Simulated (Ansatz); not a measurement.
Reaction (SMILES): CCCC[C@H](C)Cl + 6 [H][H] (H2) -> 6 C (CH4) + Cl (HCl)
Geometries: B3LYP-D3(BJ)/def2-TZVP minima from Ansatz (an electronic-structure program), one conformer each, not searched for the lowest.

Property: energy of full hydrogenation (electronic energy difference), in kcal/mol. Cores are frozen in the correlated levels unless marked. No spin-orbit coupling. No relativistic terms. CBS marks a two-point X^-3 extrapolation of the correlation energy; Hartree-Fock from the larger set. [CCSD(T)-MP2]/basis is that difference in the basis named.

```json
[
 {"level": "PBE0/def2-TZVP", "program": "Ansatz", "energy of full hydrogenation (kcal/mol)": "-104.5"},
 {"level": "wB97M-V/def2-TZVPD", "program": "Ansatz", "energy of full hydrogenation (kcal/mol)": "-98.3"},
 {"level": "B2PLYP-D3(BJ)/def2-TZVPD", "program": "Ansatz + dftd3", "energy of full hydrogenation (kcal/mol)": "-98.4"},
 {"level": "PBE-QIDH/def2-TZVPD", "program": "Ansatz", "energy of full hydrogenation (kcal/mol)": "-98.4"},
 {"level": "RI-MP2/aug-cc-pV(T+d)Z", "program": "Ansatz", "energy of full hydrogenation (kcal/mol)": "-92.8"},
 {"level": "SCS-MP2/cc-pV(D+d)Z", "program": "Ansatz", "energy of full hydrogenation (kcal/mol)": "-98.1"}
]
```

**Question.** Estimate the value at RI-MP2/CBS(aug-cc-pV(T+d)Z,aug-cc-pV(Q+d)Z)+[CCSD(T)-MP2]/aug-cc-pV(T+d)Z as computed with Ansatz.

**Answer.** -97.2 kcal/mol
